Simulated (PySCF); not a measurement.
C₆H₁₂N₂.
Z-matrix (Å and degrees, GFN2-xTB geometry), rows numbered from 1:
```
N 
C   1  1.4330
C   2  1.4964  1  119.30
C   3  1.5134  2  117.65  1   151.52
C   4  1.5334  3  104.91  2    48.77
C   5  1.5410  4  106.63  3    25.97
N   6  1.4568  5  110.02  4  -144.70
C   3  1.5056  2   60.51  1  -112.09
H   1  1.0150  2  110.40  3   154.49
H   1  1.0146  2  110.70  3    34.80
H   2  1.0816  1  111.23  3   143.81
H   3  1.0813  2  118.52  8   111.96
H   4  1.0905  3  112.39  2   -72.85
H   4  1.0925  3  109.13  2   167.13
H   5  1.0896  4  110.63  3   -91.10
H   5  1.0894  4  111.87  3   148.39
H   6  1.1074  5  109.80  4    91.15
H   7  1.0143  6  110.30  5   176.25
H   7  1.0143  6  110.25  5   -64.79
H   8  1.0822  2  119.25  3  -111.54
```

Definitions: NICS(0) = −σiso at the ring centroid; NICS(1) = −σiso and NICS(1)zz = −σzz at ±1 Å along the ring normal z. Level: GIAO PBE0/pcSseg-1 (PySCF, non-relativistic, gas phase) on the GFN2-xTB geometry, one conformer.

Ring bond lengths (Å), with Mayer bond orders in brackets: C2–C3 1.496 (0.91), C3–C8 1.506 (0.92), C8–C2 1.513 (0.88); C3–C4 1.513 (1.02), C4–C5 1.533 (1.03), C5–C6 1.541 (0.98), C6–C8 1.516 (1.01), C8–C3 1.506 (0.92).

**Question.** Give the NICS values of each ring in ppm.

**Answer.** 
```csv
ring,type,NICS(0),"NICS(1), two faces","NICS(1)zz, two faces",rms pucker (Å),"centre to ring atoms, mean (Å)"
C2–C3–C8,3-membered carbocycle; formal bonds all single,-42.5,-8.2 / -9.5,-20.7 / -23.9,0.00,0.87
C3–C4–C5–C6–C8,5-membered carbocycle; formal bonds all single,-8.6,-3.2 / -7.5,-3.8 / -3.5,0.12,1.29
```

**Question.** What do they say, and how far can they be read as aromaticity?

**Answer.** 
- C2–C3–C8: mean NICS(1)zz -22.3 ppm, shielded. C2, C3, C8 have four or more neighbours; no verdict on aromaticity is drawn. A hydrogen on C2, outside the ring, lies only 1.46 Å from a NICS(1) probe, which then mostly feels that atom. The two faces differ by 3.2 ppm, so no symmetry operation interchanges them. NICS(0) lies 34 ppm below the mean NICS(1).
- C3–C4–C5–C6–C8: mean NICS(1)zz -3.6 ppm, shielded. C3, C4, C5, C6, C8 have four or more neighbours, so the value isn't read as a sign of a π ring current. A hydrogen on C2, outside the ring, lies only 1.26 Å from a NICS(1) probe, which then mostly feels that atom.

**Question.** At the first NICS(1) probe listed for ring C2–C3–C8, 1 Å off the ring, how large is the induced field along the normal in 1 T applied along it?

**Answer.** NICSzz × B0 = -20.7 ppm × 1 T = -21 μT, against the applied field.

**Question.** What are the shieldings of the ring atoms and their hydrogens in the same run (means over atoms taken as equivalent)?

**Answer.** 
| atoms | environment | σ isotropic (ppm) |
| --- | --- | --- |
| C2 | sp3 carbon bound to nitrogen | 150.9 |
| C3 | sp3 carbon at a ring junction | 157.1 |
| C4 | ring CH2 carbon | 154.9 |
| C5 | ring CH2 carbon | 150.8 |
| C6 | sp3 carbon bound to nitrogen | 128.8 |
| C8 | sp3 carbon at a ring junction | 147.3 |
| H11 | methine hydrogen | 29.34 |
| H12 | methine hydrogen | 30.65 |
| H13 | methylene hydrogen | 29.67 |
| H14 | methylene hydrogen | 29.70 |
| H15 | methylene hydrogen | 30.65 |
| H16 | methylene hydrogen | 30.02 |
| H17 | methine hydrogen | 27.71 |
| H20 | methine hydrogen | 31.03 |

The list is cut; further classes of hydrogen are left out.

On one thread of an Arm Neoverse V1, shared host, this took 44 s and 0.85 GiB of memory at its peak. This is the whole shielding run at PBE0/pcSseg-1, SCF included.
